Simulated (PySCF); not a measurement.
# What the low excited states add to the polarisability

Au(AsH3)Cl (singlet state).
SMILES: `[Cl][Au]<-[AsH3]`

Computed with TDDFT wB97X-D/def2-SVPD, vertical, gas phase, core orbitals frozen in the response, def2 core potentials past Kr (PySCF 2.14.0, density-fitted response routines). Isolated species at its PBE0-D3(BJ)/def2-SVP geometry, gas phase. Spin–orbit coupling is left out.

Computed singlets:

| state | E (eV) | f |
| --- | --- | --- |
| S1 | 5.69 | 0.0034 |
| S2 | 5.69 | 0.0034 |
| S3 | 5.88 | 0.0000 |
| S4 | 5.91 | 0.0001 |
| S5 | 5.91 | 0.0001 |
| S6 | 6.09 | 0.035 |
| S7 | 6.22 | 0.073 |
| S8 | 6.23 | 0.073 |
| S9 | 6.56 | 0.060 |
| S10 | 6.80 | 0.0000 |

Build the mean polarisability up from these states and compare it with the full response value.

Each state adds f / ΔE² (ΔE in hartree, 27.2114 eV).

```tsv
state	f/ΔE² (au)	running sum (au)	running share of α (%)
S1	0.08	0.08	0.1
S2	0.08	0.16	0.2
S3	0.00	0.16	0.2
S4	0.00	0.16	0.2
S5	0.00	0.16	0.2
S6	0.70	0.86	1.1
S7	1.39	2.25	2.8
S8	1.38	3.63	4.6
S9	1.03	4.66	5.9
S10	0.00	4.66	5.9
```

The full response gives 78.91 au (11.69 Å³), so 74.2 au comes from the higher roots of the same equations.

By how much does the contribution of these states grow at 589.3 nm?

With ω = 0.0773 hartree each state's term in the mean polarisability goes from f / ΔE² to f / (ΔE² − ω²); the sum over all 10 states goes from 4.66 to 5.26 au, a rise of 0.60 au.
